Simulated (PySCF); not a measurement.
# Electron correlation in Er²⁺ (erbium, charge +2)

[Xe] 4f11 5d1, one real determinant (an excited configuration). Computed with PySCF 2.14 in x2c-TZVPPall (11s7p7d4f2g, 113 functions), with the spin-free X2C one-electron Hamiltonian (Gaussian nucleus). Frozen: [Kr] 4d10; 20 electrons correlated.

MP2 pair energies summed by pair of shells (mhartree):

```json
{"pair": "4f-4f", "energy": "-377.00", "share (%)": "46.3"}
{"pair": "4f-5p", "energy": "-197.84", "share (%)": "24.3"}
{"pair": "5p-5p", "energy": "-110.07", "share (%)": "13.5"}
{"pair": "4f-5s", "energy": "-47.02", "share (%)": "5.8"}
{"pair": "5s-5p", "energy": "-30.85", "share (%)": "3.8"}
{"pair": "5p-5d", "energy": "-25.77", "share (%)": "3.2"}
{"pair": "4f-5d", "energy": "-17.30", "share (%)": "2.1"}
{"pair": "5s-5s", "energy": "-5.85", "share (%)": "0.7"}
{"pair": "5s-5d", "energy": "-3.32", "share (%)": "0.4"}
```

Total MP2 correlation energy: -815.02 mhartree.

Same-spin part -317.40 and opposite-spin part -497.62 mhartree; SCS-MP2 scales them by 1/3 and 6/5 to -702.95 mhartree.

The reference is one real determinant that mixes LS terms of this configuration.
